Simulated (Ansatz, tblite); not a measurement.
Forces on Si(tBu)Cl3 (C₄H₉Cl₃Si) at its PBE-D4/def2-SVP geometry. Total charge 0; singlet.

The xTB rows come from tblite.

GFN1-xTB (tblite), largest force 2.19 eV/Å:

```xyz
17
positions Å, forces eV/Å
C    -0.152   -0.001   -0.061    0.508    0.004    0.206
C    -0.774   -1.385    0.212   -0.756   -0.432   -0.143
C    -0.065    0.265   -1.577   -0.536    0.077   -0.696
C    -0.964    1.107    0.638   -0.814    0.338   -0.012
Cl    2.527    1.845    0.320   -0.417   -0.783    0.131
Cl    2.776   -1.459   -0.238   -0.523    0.628    0.369
Cl    1.585   -0.336    2.696   -0.015    0.148   -0.884
Si    1.610    0.012    0.649    2.027    0.015    0.817
H    -1.808   -1.416   -0.193    0.466   -0.057    0.209
H    -0.196   -2.197   -0.272   -0.264    0.457    0.220
H    -0.829   -1.603    1.298    0.045    0.167   -0.545
H     0.531   -0.512   -2.097   -0.304    0.367    0.316
H     0.394    1.251   -1.795   -0.237   -0.492    0.169
H    -1.085    0.260   -2.016    0.496    0.016    0.133
H    -0.522    2.109    0.469   -0.189   -0.538    0.048
H    -1.027    0.941    1.733    0.057    0.032   -0.568
H    -2.000    1.120    0.237    0.456    0.051    0.230
```

GFN2-xTB (tblite), largest force 1.27 eV/Å:

```
C 0.104 0.001 0.042
C -0.509 -0.279 -0.100
C -0.367 0.050 -0.458
C -0.546 0.219 -0.016
Cl -0.274 -0.597 0.118
Cl -0.355 0.479 0.299
Cl 0.033 0.113 -0.657
Si 1.180 0.008 0.476
H 0.609 0.005 0.243
H -0.322 0.555 0.267
H 0.053 0.204 -0.663
H -0.371 0.446 0.384
H -0.289 -0.598 0.205
H 0.608 0.006 0.247
H -0.231 -0.654 0.057
H 0.068 0.038 -0.691
H 0.608 0.002 0.246
```

PBE-D4/def2-TZVP (Ansatz), largest force 0.29 eV/Å:

```
C 0.056 0.000 0.023
C -0.064 -0.190 0.045
C 0.033 0.037 -0.200
C -0.090 0.152 0.104
Cl -0.091 -0.249 0.059
Cl -0.125 0.201 0.134
Cl 0.037 0.048 -0.265
Si 0.096 0.000 0.039
H 0.253 0.027 0.091
H -0.163 0.211 0.114
H -0.003 0.061 -0.284
H -0.171 0.196 0.130
H -0.136 -0.251 0.054
H 0.239 -0.002 0.126
H -0.128 -0.259 0.032
H 0.000 0.038 -0.288
H 0.256 -0.020 0.085
```
